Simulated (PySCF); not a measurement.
ClH₃OSiTe, SMILES [SiH3]O[Te]Cl.

Geometry optimised at B3LYP-D3(BJ)/def2-SVP. The structure was generated by enumeration, and PubChem lists no compound with its InChIKey, so it may never have been made. The def2 effective core potentials stand for the cores of Te; spin–orbit coupling is left out. Other conformers were not sampled.

These are TDDFT-B3LYP/def2-SVPD in PySCF values and carry that method's errors.

Vertical excitations. Isolated molecule, no solvent.

```tsv
state	energy (eV)	λ (nm)	f	main pairs
S1	2.19	566	0.001	HOMO→LUMO 100 %
S2	2.76	448	0.000	HOMO→LUMO+1 100 %
S3	4.85	256	0.006	HOMO−2→LUMO 85 %
S4	4.89	254	0.008	HOMO−1→LUMO 78 %
S5	5.14	241	0.001	HOMO−1→LUMO+1 75 %, HOMO−3→LUMO 13 %
S6	5.21	238	0.006	HOMO−3→LUMO 42 %, HOMO−1→LUMO+1 22 %, HOMO−4→LUMO 20 %, HOMO−1→LUMO 8 %
S7	5.39	230	0.041	HOMO→LUMO+2 97 %
S8	5.45	228	0.004	HOMO−4→LUMO 63 %, HOMO−3→LUMO 21 %
S9	5.69	218	0.051	HOMO−2→LUMO+1 62 %, HOMO−3→LUMO+1 12 %
S10	5.80	214	0.006	HOMO−3→LUMO+1 71 %, HOMO−2→LUMO+1 11 %
T1	1.55	798	0	HOMO→LUMO 99 %
T2	2.06	602	0	HOMO→LUMO+1 99 %
T3	4.36	284	0	HOMO−2→LUMO 75 %, HOMO−3→LUMO 16 %
T4	4.47	278	0	HOMO−1→LUMO 75 %
```
Triplets are in the Tamm–Dancoff approximation, which puts them higher than full response would, so one can lie above its singlet here.
